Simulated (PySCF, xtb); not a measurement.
Si(OSiH3)(NHSiH3)(Me)2 (C2H13NOSi3), SMILES C[Si](C)(N[SiH3])O[SiH3].

GFN2-xTB in xtb at its own geometry gives an orbital gap of 5.12 eV and a dipole moment of 0.54 D.

Coordinates come from a PBE-D3(BJ)/def2-SVP optimisation. The values are those of a single conformer.

Question: What does PBE/def2-SVP (PySCF) give? (The exact figures need the calculation; the answer reports its results.)

Answer: gap 5.43 eV (levels -5.73 and -0.30 eV), dipole 0.50 D.
